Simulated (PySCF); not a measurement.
A species of formula C5H9GeN has this rotational fingerprint, computed with PBE0-D3(BJ)/def2-SVP geometry optimisation, gas phase in PySCF 2.14.0:

- Rotational constants: A = 2485, B = 1623, C = 1189 MHz
- Dipole components: |μa| = 3.56 D, |μb| = 1.65 D, |μc| = 1.75 D
- Inertial defect: -89.83 u·Å²
- κ: -0.33

Question: Which candidate fits, each taken in the one conformer that was computed?
A. `[N:1]#[C:2][C@@H:3]1[CH2:4][CH2:5][CH2:6][GeH2:7]1` with C2–C3–C4–C5 -79°, C3–C4–C5–C6 -53°, C4–C5–C6–Ge7 37°, C5–C6–Ge7–C3 -12°
B. `[H]/[N:1]=[CH:2]\[C:3]1=[CH:4][CH2:5][GeH2:6][CH2:7]1` with N1–C2–C3–C4 180°

Answer: A. It is N#C[C@@H]1CC[CH2][GeH2]1, an asymmetric top, point group C1. The candidates at the same level (rigid rotor, commonest isotopes):

```tsv
SMILES	A (MHz)	B (MHz)	C (MHz)	μa (D)	μb (D)	μc (D)	Δ (u·Å²)	point group	rotor
N#C[C@@H]1CC[CH2][GeH2]1	2485	1623	1189	3.56	1.65	1.75	-89.83	C1	asymmetric top
[H]/N=C\C1=C[CH2][GeH2][CH2]1	4290	1052	863.2	2.75	0.76	0.00	-12.66	Cs	asymmetric top
```

`[H]/N=C\C1=C[CH2][GeH2][CH2]1` has A 73 % too high. No structure here is proved a minimum.
